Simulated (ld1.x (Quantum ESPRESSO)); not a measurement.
## Before and after: PAW potential for cobalt

```json
{
 "Element": "Co (Z = 27)",
 "Generator": "ld1.x (Quantum ESPRESSO) 7.5",
 "Type": "PAW",
 "Functional": "PBE",
 "Relativity": "scalar-relativistic",
 "Frozen core": "[Ar]",
 "Valence charge": "9",
 "Reference configuration": "3d7 4s2 4p0",
 "Partial waves": "4s (bound): rcut 1.75, rcutus 2.15 bohr; 4s channel at 1.05 Ry: rcut 1.75, rcutus 2.15 bohr; 4p (bound, empty): rcut 2.35, rcutus 2.90 bohr; 4p channel at 4.65 Ry: rcut 2.35, rcutus 2.90 bohr; 3d (bound): rcut 1.40, rcutus 1.90 bohr; 3d channel at -0.25 Ry: rcut 1.40, rcutus 1.90 bohr",
 "Local potential": "all-electron potential smoothed inside 1.65 bohr (lloc = -1)",
 "Core correction": "Bessel-smoothed model core, default radius (core density twice the valence density)",
 "Augmentation charge": "PSQ, inside the norm-conserving radii"
}
```

Change: all radii but the core radius scaled by about 1.23 (s 2.64, p 3.58, d 2.34 bohr, rcut 2.16/2.90/1.72); local potential all-electron potential smoothed inside 2.04 bohr (lloc = -1).

Cutoffs: the cutoffs (Ry, on a coarse ladder) from which the occupation-weighted sum of valence levels, in a spherical-Bessel basis at the reference potential, stays within 10 and 1 mRy of its value at 400 Ry; they do not see the model core or the augmentation charge, which bear on the density cutoff. Errors are all-electron minus pseudo energies relative to the spin-unpolarised reference configuration.

Q: Predict the effect on cutoff, ghosts and configuration errors.

A: The potential gets softer (30 Ry and 45 Ry → 18 Ry and 30 Ry); the number of tests that count goes from 7 to 3; of the 3 tests that both files solve, the error grows in 3 and shrinks in 0 by more than 15 % and 0.3 meV (median size 13.7 → 17.1 meV); neither file shows a bound ghost at the reference potential, the only one tested. A larger radius leaves more room for a smooth pseudo-wave, so fewer plane waves are needed. More of the atom is replaced by a form fitted at one configuration, so other configurations suffer.

| quantity | base | changed |
| --- | --- | --- |
| cutoff, loose | 30 Ry | 18 Ry |
| cutoff, tight | 45 Ry | 30 Ry |
| loose cutoff by channel (10 mRy a level) | s 6 Ry, d 25 Ry | s 6 Ry, d 12 Ry |
| bound ghosts | none | none |
| tests counted (converged, no solver errors) | 7 of 7 | 3 of 7 |
| error for 3d7 4s1 4p0, meV [ΔE 9.03 eV] | -3.1 | -3.6 |
| error for 3d7 4s0 4p0, meV [ΔE 25.82 eV] | -14 | -17 |
| error for 3d6 4s2 4p1, meV [ΔE 9.66 eV] | -180 | -250 |
| lowest overlap eigenvalue by channel | s 0.40, p 0.38, d 1.00 | s 0.38, p 0.49, d 0.24 |

Changed file: Tests not counted: 3d6 4s0 4p0 (solver errors, printed error -475 eV); 3d8 4s1 4p0 (solver errors, printed error -771 eV); 3d8 4s0 4p0 (solver errors, printed error -703 eV); 3d7.5 4s1.5 4p0 (solver errors, printed error -757 eV).
